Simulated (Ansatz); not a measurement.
`C[B@H-]1[F+][B@@H-](C)[F+]1` from Hartree–Fock to CCSD(T)

```xyz
14

C    -2.078    0.050    0.271
B    -0.934   -0.935   -0.113
F     0.264   -0.852    0.870
B     1.237   -0.407   -0.254
C     1.841    1.004    0.017
F     0.006   -0.344   -1.197
H    -2.817    0.106   -0.534
H    -2.607   -0.311    1.158
H    -1.721    1.062    0.476
H    -1.124   -2.086   -0.372
H     1.898   -1.350   -0.568
H     1.087    1.746    0.293
H     2.369    1.366   -0.869
H     2.578    0.951    0.823
```

Total charge 0; spin multiplicity 1. The geometry is a stationary point of PBE0-D4/def2-TZVP. Frozen core, restricted reference, Ansatz. CBS rows extrapolate triple and quadruple zeta; past MP2 they add the triple-zeta difference.

```
      basis     HF (Eh)  MP2 corr.
   def2-SVP  -328.48247   -0.84780
 def2-TZVPP  -328.87312   -1.08067
 def2-QZVPP  -328.88788   -1.16437
cc-pV(D+d)Z  -328.74837   -0.85185
cc-pV(T+d)Z  -328.85845   -1.08588
cc-pV(Q+d)Z  -328.88296   -1.16805
```

Q: Estimate the CCSD correlation energy and the (T) correction in each basis where they were run (hartree).

A: 
```tsv
basis	CCSD corr.	(T)
def2-SVP	-0.90556	-0.02074
def2-TZVPP	-1.12763	-0.03749
CBS(def2)	-1.27332	as TZ
cc-pV(D+d)Z	-0.91032	-0.02145
cc-pV(T+d)Z	-1.13117	-0.03812
CBS(cc)	-1.27184	as TZ
```
